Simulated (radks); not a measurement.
The cerium ion Ce2+, 56 electrons, occupied as [Xe] 4f1 5d1 (not the ground configuration). Method: scalar-relativistic Kohn-Sham, LDA (Slater exchange, Perdew-Wang correlation), spin-polarised, spherical densities, finite nucleus; open shells are filled with parallel spins first (spin-orbit coupling, left out, can overturn this in heavy ions); Fermi nuclear charge, rms radius 4.8771 fm; computed with a radial shooting solver on a logarithmic mesh with Libxc functionals.

X-ray form factor f0, the Fourier transform of the density (f0(0) = 56):

sin(theta)/lambda (1/angstrom)  f0 (electrons)
0.05                                    55.163
0.1                                     52.898
0.15                                    49.773
0.2                                     46.365
0.25                                    43.070
0.3                                     40.080
0.4                                     35.111
0.5                                     31.144
0.6                                     27.788
0.8                                     22.468
1                                       18.869
1.25                                    15.962
1.5                                     13.730
2                                        9.831
